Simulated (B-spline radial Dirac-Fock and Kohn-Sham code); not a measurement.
f′ and f″ of Li, 2.067 keV to 9.553 keV

Calculated with a radial finite-basis atomic code, using the dispersion relation over Dirac-Hartree-Slater subshell photoionisation cross sections, with the Kissel-Pratt high-energy constant (isolated atom, no bound-bound lines or fine structure). The forward scattering factor is f₀ + f′ + i f″.

No edge lies in or near this range.

```
hν (eV)  λ (Å)  f′ (e)  f″ (e)  tabulated f′  tabulated f″
   2067  5.998   0.017   0.008          0.02          0.01
   2316  5.353   0.014   0.006          0.01          0.01
   2813  4.408   0.010   0.004          0.01          0.00
 2984.4  4.154       ?       ?             ?             ?
   3109  3.988   0.008   0.003          0.01          0.00
   4000  3.100   0.005   0.002          0.01          0.00
   4291  2.889   0.005   0.002          0.00          0.00
 4510.9  2.749   0.004   0.001          0.00          0.00
   4914  2.523   0.004   0.001          0.00          0.00
 5414.7  2.290   0.003   0.001          0.00          0.00
   6000  2.066   0.002   0.001          0.00          0.00
 6403.9  1.936   0.002   0.001          0.00          0.00
 6930.3  1.789   0.002   0.001          0.00          0.00
 8047.8  1.541   0.001   0.000          0.00          0.00
 9251.7  1.340   0.001   0.000          0.00          0.00
   9553  1.298   0.001   0.000          0.00          0.00
```

Q: What are f′ and f″ at Ag Lα (2984.4 eV)?

A: f′ = 0.009 and f″ = 0.004 electrons (tables: 0.01 and 0.00). By the optical theorem f″ corresponds to a photoabsorption cross section 2 rₑ λ f″ = 84.9 b.

Tabulated f′: xraylib 4.2 anomalous scattering factors (Cullen et al., EPDL97); f″: Chantler's tables (J. Phys. Chem. Ref. Data 1995 and 2000). Both are theoretical tables.
